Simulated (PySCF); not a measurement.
From one molecule to another.

First species: 2-methylpentane, C6H14.
InChI=1S/C6H14/c1-4-5-6(2)3/h6H,4-5H2,1-3H3

Second species: Ga(AsH3)H3.
SMILES: `[H][Ga]([H])([H])<-[AsH3]`

Levels: PBE0/def2-SVPD for dipole moment, HOMO energy, LUMO energy, HOMO–LUMO gap, static isotropic polarisability and electronic spatial extent ⟨r²⟩ about the centre of nuclear charge; TDDFT PBE0/def2-SVPD for lowest singlet excitation; TDA PBE0/def2-SVPD for lowest triplet excitation (Tamm–Dancoff); PBE0-D3(BJ)/def2-SVP for rotational constant A and rotational constant C. Geometries: PBE0-D3(BJ)/def2-SVP. Each structure is a single optimised conformer of the isolated species, non-relativistic unless stated; the electronic structure was computed with PySCF and density fitting.

Dipoles, sizes and rotational constants follow the conformer. The torsions of the flexible species, by atom-mapped SMILES:
- `[CH3:1][CH2:2][CH2:3][CH:4]([CH3:5])[CH3:6]`: C1–C2–C3–C4 -176°, C2–C3–C4–C5 174°

Values for the first species:

| Item | Value |
| --- | --- |
| Dipole moment | 0.13 D |
| HOMO energy | -8.75 eV |
| LUMO energy | 0.80 eV |
| HOMO–LUMO gap | 9.55 eV |
| Lowest singlet excitation | 8.43 eV |
| Lowest triplet excitation (Tamm–Dancoff) | 8.22 eV |
| Static isotropic polarisability | 76.6 au |
| Electronic spatial extent ⟨r²⟩ about the centre of nuclear charge | 900 bohr² |
| Rotational constant A | 6.648 GHz |
| Rotational constant C | 1.475 GHz |

Task: Estimate the same properties for the second species, and the change in each.

Result: 
```tsv
property	first	second	second less first
dipole moment	0.13 D	3.60 D	+3.47 D
HOMO energy	-8.75 eV	-7.91 eV	+0.84 eV
LUMO energy	0.80 eV	-0.51 eV	-1.31 eV
HOMO–LUMO gap	9.55 eV	7.40 eV	-2.15 eV
lowest singlet excitation	8.43 eV	6.24 eV	-2.19 eV
lowest triplet excitation (Tamm–Dancoff)	8.22 eV	5.89 eV	-2.33 eV
static isotropic polarisability	76.6 au	71.5 au	-5.1 au
electronic spatial extent ⟨r²⟩ about the centre of nuclear charge	900 bohr²	599 bohr²	-301 bohr²
rotational constant A	6.648 GHz	40.067 GHz	+33.419 GHz
rotational constant C	1.475 GHz	1.836 GHz	+0.361 GHz
```

On the first: No computed singlet falls in the visible range (750 to 380 nm, 1.65 to 3.26 eV); S1 lies 5.17 eV above its blue end. In wavenumbers S1 is 68000 cm⁻¹ (1 eV = 8065.54 cm⁻¹).

On the second: S1 lies 1.16 eV below the HOMO–LUMO gap. The principal polarisabilities are 64.4, 64.4 and 85.7 au; their mean is the isotropic value. Relativistic effects, spin–orbit coupling among them, are left out although an element past zinc is present.
